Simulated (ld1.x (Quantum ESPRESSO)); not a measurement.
PBE ultrasoft dataset for beryllium (Be), scalar-relativistic all-electron reference.

ld1.x (Quantum ESPRESSO) 7.5 input, shortened:

```
&input
   title='Be', zed=4., rel=1, dft='PBE', iswitch=3,
   config='[He] 2s1 2p0 3d-2'
 /
 &inputp
   pseudotype=3, tm=.true., lloc=-2, rcloc=1.05,
   nlcc=.false.,
   which_augfun='PSQ', rmatch_augfun_nc=.true.
 /
5
1S  1  0   2.00   0.00  0.65  0.80  0.0
2S  2  0   1.00   0.00  0.65  0.80  0.0
2P  2  1   0.00   0.00  3.55  4.30  0.0
2P  2  1   0.00  -0.35  3.55  4.30  0.0
3D  3  2  -2.00  -0.10  3.50  4.50  0.0
 &test
   configts(1)='1s2 2s1 2p0'
 /
```

All-electron outer shells of the reference configuration (PBE, scalar-relativistic, ld1.x):

```tsv
shell	level (eV)	outermost node (bohr)	outermost maximum (bohr)
1s	-117.79	–	0.27
2s	-13.70	0.59	1.89
2p	-9.78	–	1.89
```

Question: Is the overlap operator S = 1 + Σ q|β⟩⟨β| positive definite (Bessel basis up to 400 Ry)?

Answer: No: its lowest eigenvalue is -14.611, in the p channel, so the generalised eigenproblem breaks down once the basis is large enough.

Its largest configuration-test error is +786 meV (1s1 2s2 2p0). 2 of 7 tests not solved or not reliable. Not counted: 1s2 2s1 2p1 (solver errors, printed error -15.8 eV); 1s2 2s0 2p2 (solver errors, printed error -14.4 eV).

The ghost test of this file was not conclusive. Its overlap operator is not positive definite in a basis up to 400 Ry (lowest eigenvalue p -14.61), so the file is unfit for use: the generalised eigenproblem breaks down once the basis is large enough, and its test numbers describe a broken file.
